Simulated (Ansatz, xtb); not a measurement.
**Relative energy of two isomers of BClH6Si2**

Structure X is `B[SiH2][SiH2]Cl`, a singlet and structure Y is `B[Si@H]([SiH3])Cl`, a singlet. Both are isolated molecules in the gas phase, relaxed with PBE-D3(BJ)/def2-SVP; the shapes shown needn't be the lowest conformers.

X (Å):

```yaml
atoms:
  - { symbol: B, position_ang: [-0.5231, 2.5803, -0.2261] }
  - { symbol: Cl, position_ang: [2.9290, -1.3596, -0.5068] }
  - { symbol: Si, position_ang: [1.0705, 1.6873, -1.0241] }
  - { symbol: Si, position_ang: [1.2744, -0.3157, 0.2324] }
  - { symbol: H, position_ang: [-0.4075, 3.3049, 0.7437] }
  - { symbol: H, position_ang: [-1.6431, 2.3290, -0.6277] }
  - { symbol: H, position_ang: [2.3878, 2.3938, -0.8392] }
  - { symbol: H, position_ang: [0.9317, 1.2343, -2.4538] }
  - { symbol: H, position_ang: [1.5031, -0.0349, 1.6912] }
  - { symbol: H, position_ang: [0.0591, -1.1882, 0.0879] }
```

Y (Å):

```yaml
atoms:
  - { symbol: B, position_ang: [-0.7605, 1.4690, 0.9110] }
  - { symbol: Cl, position_ang: [1.3794, 0.0550, -1.4087] }
  - { symbol: Si, position_ang: [-0.5496, 0.7342, -0.9236] }
  - { symbol: Si, position_ang: [-1.9318, -1.1942, -0.9455] }
  - { symbol: H, position_ang: [0.0399, 1.2595, 1.7996] }
  - { symbol: H, position_ang: [-1.7992, 2.0462, 1.1768] }
  - { symbol: H, position_ang: [-1.0135, 1.6482, -2.0274] }
  - { symbol: H, position_ang: [-1.4983, -2.1381, 0.1421] }
  - { symbol: H, position_ang: [-3.3745, -0.8210, -0.7313] }
  - { symbol: H, position_ang: [-1.7789, -1.8729, -2.2794] }
```

Estimate which is lower in electronic energy at CCSD(T)/def2-SVP + ΔMP2/def2-TZVPP, and by roughly how much.

Too close to call at this level: CCSD(T)/def2-SVP + ΔMP2/def2-TZVPP gives E(Y) − E(X) = −0.03 kcal/mol.

Level by level:

```csv
level,geometry,E(Y) − E(X) (kcal/mol),departure from the last row (kcal/mol),"job, with rough time for the two"
GFN2-xTB,GFN2-xTB,−0.32,−0.30,"optimisation, 0.41 s"
HF/STO-3G,GFN2-xTB,−1.86,−1.83,"single point, 0.46 s"
r2SCAN-D4/def2-SVP,GFN2-xTB,−0.77,−0.74,"single point, 3.5 s"
PBE-D3(BJ)/def2-SVP,PBE-D3(BJ)/def2-SVP,−0.33,−0.30,"optimisation, 41 s"
HF/def2-SVP,PBE-D3(BJ)/def2-SVP,−0.26,−0.23,part of the CCSD(T) run
MP2/def2-SVP,PBE-D3(BJ)/def2-SVP,−0.13,−0.11,part of the CCSD(T) run
CCSD(T)/def2-SVP,PBE-D3(BJ)/def2-SVP,−0.17,−0.14,single point
CCSD(T)/def2-SVP + ΔMP2/def2-TZVPP,PBE-D3(BJ)/def2-SVP,−0.03,,"single point, 20 s"
```

As drawn, both hold the same kinds of bond in the same numbers.

The largest departure from CCSD(T)/def2-SVP + ΔMP2/def2-TZVPP is that of HF/STO-3G, 1.83 kcal/mol. The last row adds to CCSD(T) the change of the MP2 difference between the two basis sets, here +0.14 kcal/mol.

With harmonic frequencies from PBE-D3(BJ)/def2-SVP (ideal gas, rigid rotor, one conformer each, 298.15 K, 1 atm): on the last row, ΔE + ΔZPE = −0.32 kcal/mol. A mode under 50 cm⁻¹ makes harmonic enthalpies and free energies unreliable, so none is given.

The correlated steps freeze 16 core orbitals. Run with Ansatz 0.2.0, xtb 6.7.1; the last row on 2 threads of Intel(R) Xeon(R) Platinum 8259CL CPU @ 2.50GHz (Skylake/Cascade Lake) on a shared host.
